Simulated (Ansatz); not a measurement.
Reaction (hydrogenolysis of a C–C bond): `CC[SiH2]Br` + H₂ → `C[SiH2]Br` + CH₄

Calculated with Ansatz (gas phase, PBE0-D4/def2-TZVP geometries, no zero-point term in ΔE). CCSD(T)/CBS adds triple-zeta CCSD(T) − MP2 to the extrapolated MP2 energy (def2 sets, frozen cores). This one scheme is used for every species. DFT in def2-TZVPP. B3LYP here is the variant with VWN-RPA as its local correlation; programs differ in this. For Br outer-core shells are correlated without core-valence functions, which leaves a few kJ/mol of doubt a bond. Scalar relativity is left out up to krypton. One conformer a species, not always the lowest.

| level | ΔE (kcal/mol) |
| --- | --- |
| B3LYP-D4 | -19.5 |
| RPA@PBE/def2-TZVPP | -18.1 |

Question: What does CCSD(T)/CBS give? (Estimate.)

Answer: Ansatz gave: -18.7 kcal/mol. The listed levels differ from it by -0.8, 0.6 kcal/mol.

Largest T1 diagnostic among the species: 0.008.

The D4 term adds +2.0 kcal/mol with B3LYP and +1.1 kcal/mol with PBE0; it sums over pairs of atoms, weighted by their polarisabilities, and B3LYP, whose exchange is more repulsive, gets the larger term. Leaving LDA and LC-ωPBE aside and taking each functional with its dispersion term where it has one, the values, not all of them listed here, spread over 3.9 kcal/mol, from B97M-V to revPBE-D4. LDA lies +1.7 kcal/mol from PBE without D4.
